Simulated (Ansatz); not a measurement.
Abridged output of a molecular run in Ansatz:

```
Functional definition: HF
910 factors; integrals over basis functions are off by at most 1.2e-3 eV
mean field evaluation 1: about -18048.7723 eV, gradient 4.5e1 eV
mean field evaluation 2: about -18048.7758 eV, gradient 4.5e1 eV
mean field evaluation 4: about -18053.2785 eV, gradient 3.0e0 eV
mean field evaluation 8: about -18053.3184 eV, gradient 2.2e-1 eV
mean field evaluation 16: about -18053.3118 eV, gradient 5.4e-1 eV
mean field -18053.31858072 eV, -663.4472208627 hartree, gradient 1.3e-6 eV, S^2 0.000000; 0 other end points of the search recorded, 0 dependent functions left out
12 core orbitals not correlated: weight in the atoms' cores, before any rotation towards them, 1.000 or more for the frozen orbitals, at most 0.000 for the correlated occupied ones
reference -18053.31858072 eV, -663.4472208627 hartree; 12, 12 occupied and 70, 70 virtual orbitals, 910 factors
second order -14.18563013 eV of doubles, -0.00000000 eV of singles
cycle   1  -14.91560820 eV  change   -7.3e-1 eV  update   9.5e-2
cycle   2  -15.34003665 eV  change   -4.2e-1 eV  update   3.0e-2
cycle   3  -15.44530752 eV  change   -1.1e-1 eV  update   1.7e-2
cycle   4  -15.43918191 eV  change    6.1e-3 eV  update   5.0e-3
cycle   5  -15.43783623 eV  change    1.3e-3 eV  update   2.2e-3
cycle   6  -15.43808004 eV  change   -2.4e-4 eV  update   7.8e-4
cycle   7  -15.43777125 eV  change    3.1e-4 eV  update   2.7e-4
cycle   8  -15.43771929 eV  change    5.2e-5 eV  update   9.4e-5
cycle   9  -15.43775329 eV  change   -3.4e-5 eV  update   3.3e-5
cycle  10  -15.43775685 eV  change   -3.6e-6 eV  update   1.1e-5
perturbative correction -0.36001545 eV, -0.0132303236 hartree
Total energy: -18069.11635302 eV, -664.0277782863 hartree
```

Its atoms:

Cartesian coordinates in Å:
```
N -1.346 -1.188 1.019
Al 0.341 -0.651 1.026
Si 0.944 1.026 -0.678
O -0.279 1.268 -1.783
H -1.743 -1.871 1.645
H -2.063 -0.809 0.421
H 1.308 -1.308 2.102
H 2.216 0.661 -1.382
H 1.177 2.370 -0.080
H -0.554 0.503 -2.289
```

(1) Which basis set was used?
A. def2-SVP
B. def2-TZVPPD
C. cc-pV(T+d)Z
D. def2-QZVPP

(2) Write the keys of the input that set method, charge and spin (a neutral closed shell needs none for the last two).

Results:

(1) A. It gives 94 functions.

(2) 
```yaml
correlation: {method: ccsd_t}
```
